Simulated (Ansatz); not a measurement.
A run for Ansatz (a quantum-chemistry and plane-wave program): R-B3LYP/def2-TZVPPD on FGeH6NO (a complex). Files ending in .json are basis or fitting sets from the Basis Set Exchange.

Ansatz 0.2 input:
```yaml
crystal:
  periodic: [false, false, false]
  atoms:
    - {symbol: O, position_ang: [-1.43535024, 0.34289943, 0.81499324]}
    - {symbol: Ge, position_ang: [0.22156485, -0.32738195, 0.64327739]}
    - {symbol: F, position_ang: [0.08598138, -0.82233042, -1.06960587]}
    - {symbol: H, position_ang: [-1.88854647, 0.24213310, -0.03012391]}
    - {symbol: H, position_ang: [0.46127241, -1.67957480, 1.31938387]}
    - {symbol: H, position_ang: [1.34648924, 0.70733802, 0.55929842]}
    - {symbol: N, position_ang: [0.11220842, 0.46940911, 3.01088509]}
    - {symbol: H, position_ang: [0.14533620, -0.24276841, 3.73133076]}
    - {symbol: H, position_ang: [0.74133301, 1.21857114, 3.27592047]}
    - {symbol: H, position_ang: [-0.83225254, 0.83909615, 2.96580820]}
basis:
  gaussian:
    orbitals: def2-TZVPPD.json
hamiltonian:
  xc: {name: B3LYP}
scf: {lower_state_search: off}
```

The head of its log:

```
WARN ansatz: RAYON_NUM_THREADS=1 ignored (pool sized by the plan → 1); use --threads N
Functional definition: B3LYP
these checks for a lower state are left out or cut short: stability, starts, cluster_reference, orbital_swaps, neighbouring_geometries, increment
integrals: 0.23 GiB planned
1328 factors; their error is unknown
mean field: 1.83 GiB planned
mean field evaluation 1: about -62863.7894 eV, gradient 8.9e1 eV
mean field evaluation 2: about -62834.1404 eV, gradient 1.5e2 eV
```

Q: Give the final energy of this run.

A: -2310.6657 hartree.
